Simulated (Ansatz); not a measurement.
`[OH][GeH2][SiH](O)O` + `O=CF` → `[OH][GeH2][F]` + `O=C[SiH](O)O`  (formal exchange of groups at a Ge–Si bond)

Calculated with Ansatz (gas phase, PBE0-D4/def2-TZVP geometries, no zero-point term in ΔE). CCSD(T)/CBS is the MP2 limit (def2-TZVPP, def2-QZVPP) plus CCSD(T) − MP2 in def2-TZVPP, frozen cores. This one scheme is used for every species. Functionals use def2-TZVPP. For Ge outer-core shells are correlated without core-valence functions, which leaves a few kJ/mol of doubt a bond. Scalar relativity is left out up to krypton. One conformer a species, not always the lowest.

`[OH][GeH2][SiH](O)O`:

Z-matrix (Å, degrees):
```
Ge
Si 1 2.384
O 1 1.809 2 94.9
H 1 1.545 2 117.5 3 113.7
H 1 1.543 2 117.8 3 -114.0
O 2 1.638 1 102.8 3 -12.2
O 2 1.643 1 106.0 3 108.5
H 2 1.484 1 117.4 3 -128.9
H 3 0.959 1 114.5 2 -175.4
H 6 0.965 2 113.9 1 18.9
H 7 0.959 2 118.1 1 178.6
```

`O=CF`:

```xyz
4

O     0.475    0.099    1.132
C    -0.032    0.018    0.076
F     0.649   -0.277   -1.035
H    -1.091    0.160   -0.174
```

`[OH][GeH2][F]`:

```xyz
6

O     0.971    0.167    0.962
Ge   -0.129   -0.207   -0.361
F    -1.726   -0.359    0.309
H     0.822    1.032    1.353
H    -0.227    0.943   -1.372
H     0.289   -1.576   -0.891
```

`O=C[SiH](O)O`:

Z-matrix (Å, degrees):
```
Si
C 1 1.928
O 1 1.632 2 102.1
O 1 1.635 2 111.4 3 121.5
H 1 1.477 2 112.1 3 -121.2
O 2 1.212 1 118.0 3 -0.9
H 2 1.114 1 123.2 3 180.0
H 3 0.965 1 112.2 2 0.2
H 4 0.959 1 118.2 2 -71.1
```

Is it downhill or uphill in electronic energy at CCSD(T)/CBS, and by how much? (Best estimate.)

Ansatz gave: Downhill: ΔE = -0.52 eV.

What do these levels give: r2SCAN-D4, ωB97X-V, r2SCAN, PBE0, CCSD(T)/def2-TZVPP, HF/CBS(def2)? (Estimate.)

The calculation gave: r2SCAN-D4 -0.36, ωB97X-V -0.44, r2SCAN -0.37, PBE0 -0.32, CCSD(T)/def2-TZVPP -0.50, HF/CBS(def2) -0.71 eV.

Largest T1 diagnostic among the species: 0.016.

The D4 term adds +0.04 eV with B3LYP and +0.02 eV with PBE0; it sums over pairs of atoms, weighted by their polarisabilities, and B3LYP, whose exchange is more repulsive, gets the larger term. From PBE to PBE0 (25 % exact exchange), in def2-TZVPP and without D4, ΔE moves by −0.07 eV. In def2-TZVPP, CCSD(T) changes the Hartree–Fock value by +0.17 eV (the triples alone add +0.03 eV) and MP2 by +0.14 eV.

B3LYP here is the variant with VWN-RPA as its local correlation; programs differ in this.
